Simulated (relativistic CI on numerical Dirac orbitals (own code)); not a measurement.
# Cr2+ in a cubic cluster: L2,3 absorption with charge transfer

Computed with a charge-transfer multiplet model of a cubic metal-ligand cluster with up to one ligand hole, Slater and spin-orbit integrals from Dirac-Coulomb-Breit ions, Slater integrals scaled by 0.8. The parameters are those of a tetrahedral site (10Dq negative, t2 hopping the larger). The ground state mixes d4 with configurations of k ligand holes L, whose averages lie at kΔ + k(k − 1)U_dd/2; a core hole lowers each added d electron by U_cd. 20 K, Lorentzian 0.4 eV and Gaussian 0.3 eV FWHM.

Atomic integrals in eV (Slater integrals scaled, ζ unscaled), ground: F2dd 7.675, F4dd 4.768, zeta_d 0.027; with the core hole: F2dd 8.366, F4dd 5.204, zeta_d 0.040, zeta_core 5.624, F2cd 4.703, G1cd 3.430, G3cd 1.946.

Cluster parameters (eV): U_dd = 6.5, U_cd = 7.9, 10Dq = -0.4, 10Dq(ligand) = 0, V(eg) = 0.65, V(t2g) = -1.1, final-state hopping factor = 0.9.

```csv
Case,n_d,d4,d5L,S
Δ = 4.9 eV,4.14,0.86,0.14,2.00
Δ = 5.9 eV,4.11,0.89,0.11,2.00
Δ = 7.9 eV,4.07,0.93,0.07,2.00
```

Weights, n_d and S are thermal averages at 20 K. Photon energies count from the first peak over 30 % of the highest in each spectrum, which can be another peak from case to case. The parameters are a model scan and need not match a compound or its usual spin state. Peaks in eV (height, largest 100):
- Δ = 4.9 eV: -2.1 (11), 0.0 (100), 0.8 (75), 4.5 (9), 5.5 (16), 6.6 (15), 7.9 (15), 9.1 (28), 10.0 (27)
- Δ = 5.9 eV: -2.2 (11), 0.0 (100), 0.9 (72), 2.1 (40), 3.9 (10), 5.4 (16), 6.5 (16), 7.9 (15), 9.0 (29)
- Δ = 7.9 eV: -2.2 (11), 0.0 (100), 1.1 (69), 2.4 (44), 5.3 (17), 6.4 (15), 7.9 (15), 9.1 (30), 11.5 (13)

For the case Δ = 4.9 eV, Δ = 4.9 eV is smaller than U_dd = 6.5 eV, the charge-transfer side of the Zaanen-Sawatzky-Allen scheme. With the core hole the configuration with one ligand hole lies at Δ + U_dd − U_cd = 3.5, 4.5, 6.5 eV from the one without, in the order of the table; where this is negative the screened configuration lies lower.

With at most 1 ligand hole the space is cut while the next configuration still counts, so covalency is underestimated, and a final configuration with one more ligand hole, which can lie low, is missing from the spectra.
